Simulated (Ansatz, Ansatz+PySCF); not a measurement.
```xyz
4

P     0.0000    0.0000    0.1198
H     1.1008    0.0000   -0.5988
H    -0.5504    0.9533   -0.5988
H    -0.5504   -0.9533   -0.5988
```

Basis set: def2-SVP (spherical functions). Frozen core: 5 orbitals. Charge 0, multiplicity 1.

Computed with Ansatz (development build ahead of 0.2.0); each method stands on the lowest determinant of its kind that the runs found. Restricted open shells among the atoms or ions are ROHF, correlated in semicanonical orbitals with singles.

The atomization energy at this shape (free ground-state atoms in the same class of orbitals less the molecule, no zero-point energy) of singlet PH3:

| method | atomization energy |
| --- | --- |
| RHF-MP2 | 203.68 kcal/mol |
| RHF | 158.88 kcal/mol |

(1) What does RHF-CCSD(T) give?

Answers

(1) 211.46 kcal/mol. Caution: the shape is not the minimum.
